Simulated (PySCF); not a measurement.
Vertical excitations of a molecule C4H4F2 from TDA-PBE/def2-SVPD run with PySCF 2.14.0, as energy in eV (oscillator strength): 6.53 (0.000), 6.75 (0.012), 6.84 (0.000), 7.13 (0.011), 7.18 (0.023), 7.65 (0.007), 7.70 (0.006), 7.93 (0.026), 7.97 (0.055), 8.03 (0.049). Lowest triplet (TDA): 5.35 eV. Geometry optimised at B3LYP-D3(BJ)/def2-SVP. One conformer was computed; it need not be the lowest.

Task: Which molecule gave these data?
(A) C#CCC(F)F
(B) C#CC(C)(F)F
(C) C=C(F)/C=C\F
(D) FC1=C[C@@H](F)C1

Result: A, C#CCC(F)F
